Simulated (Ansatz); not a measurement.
```yaml
crystal:
  periodic: [false, false, false]
  atoms:
    - {symbol: B, position_ang: [-1.397665, 1.160169, 0.233000]}
    - {symbol: B, position_ang: [1.039156, -0.253119, 0.024835]}
    - {symbol: B, position_ang: [0.162452, 1.050846, 0.362455]}
    - {symbol: B, position_ang: [-0.583631, -0.423274, -0.206560]}
    - {symbol: B, position_ang: [-2.123254, -0.122950, -0.269959]}
    - {symbol: Al, position_ang: [2.902942, -1.411683, -0.143782]}
basis:
  gaussian: {orbitals: cc-pVDZ}
total_charge: -1
magnetization: {spin_polarized: true, initial_magnetization: 1}
hamiltonian: {xc: {name: B2GP-PLYP}}
scf: {lower_state_search: full}
```

```sh
$ ansatz run in.yaml --threads 4 --pin off --events-out ev --progress --plain --max-ram 3916MiB
```

Output, abridged:

```
Functional definition: B2GP-PLYP
847 factors; integrals over basis functions are off by at most 4.8e-4 eV
mean field evaluation 1: about -9955.2511 eV, gradient 1.4e1 eV
mean field evaluation 2: about -9955.6904 eV, gradient 1.4e1 eV
mean field evaluation 4: about -9957.7489 eV, gradient 3.5e0 eV
mean field evaluation 8: about -9957.9107 eV, gradient 6.1e-1 eV
mean field evaluation 16: about -9958.1213 eV, gradient 5.3e-2 eV
mean field evaluation 32: about -9957.6694 eV, gradient 7.1e-1 eV
mean field evaluation 64: about -9958.1253 eV, gradient 2.7e-4 eV
mean field evaluation 96: about -9958.0004 eV, gradient 1.3e-1 eV
mean field evaluation 128: about -9958.0027 eV, gradient 9.1e-6 eV
mean field evaluation 160: about -9957.3825 eV, gradient 3.2e0 eV
mean field evaluation 192: about -9957.8206 eV, gradient 1.7e-1 eV
mean field evaluation 224: about -9957.9975 eV, gradient 1.7e-1 eV
mean field evaluation 256: about -9958.0027 eV, gradient 1.4e-5 eV
mean field evaluation 288: about -9958.1174 eV, gradient 2.8e-1 eV
mean field -9958.12525975 eV, -365.9543534362 hartree, gradient 4.9e-6 eV, S^2 1.347976; 13 other end points of the search recorded, 0 dependent functions left out
10 core orbitals not correlated: weight in the atoms' cores, before any rotation towards them, 1.000 or more for the frozen orbitals, at most 0.000 for the correlated occupied ones
reference -9958.12536915 eV, -365.9543574563 hartree; 10, 9 occupied and 68, 69 virtual orbitals, 847 factors
second order -14.54652275 eV of doubles, -0.00000000 eV of singles
Total energy: -9963.36211734 eV, -366.1468044028 hartree
```

Hardware: 4 threads of Arm Neoverse N1 on a shared host. Wall time 25 s.

Correlated methods freeze 10 core orbitals. The highest occupied level of an anion often lies above zero with these methods, and sets without diffuse functions describe the outer electron poorly. The charge -1 doublet is spin-contaminated (final ⟨S²⟩ up to 1.35, 0.75 for a pure state).
